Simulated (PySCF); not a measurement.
## Orbital picture of BeO

PBE0 at R = 1.327 Å; PySCF, no relativity, basis sets Be def2-TZVP, O def2-TZVP. State: ¹Σ⁺ (singlet), closed shell. Only the outer orbitals are listed, counted within each symmetry.

```tsv
orbital	occ.	ε (eV)	on Be (%)	main shells (%)
3σ	2	-23.66	20	79 O s, 10 Be p, 9 Be s
4σ	2	-8.33	19	73 O p, 16 Be s
1π	2	-7.34	23	77 O p, 21 Be p
1π	2	-7.34	23	77 O p, 21 Be p
5σ	0	-3.97	94	60 Be s, 34 Be p
2π	0	0.52	90	85 Be p, 10 O p
2π	0	0.52	90	85 Be p, 10 O p
```

Q: Which are the highest filled and the lowest empty level, where do they sit, and how wide is the gap?

A: Highest filled 1π at -7.34 eV (in %: 77 O p, 21 Be p); lowest empty 5σ at -3.97 eV (in %: 60 Be s, 34 Be p); the gap at PBE0 is 3.37 eV.

| Property | Result |
| --- | --- |
| bond order (Mayer) | 2.45 |
| ⟨S²⟩ | 0.000 |
| charge on Be (Mulliken, basis-dependent) | 0.33 |
| charge on Be (Löwdin, basis-dependent) | 0.34 |
| dipole moment (positive dipole means Be(−)O(+)) | -6.26 D |
| polarisability along the bond | 24.4 bohr³ |
| polarisability across the bond | 25.5 bohr³ |
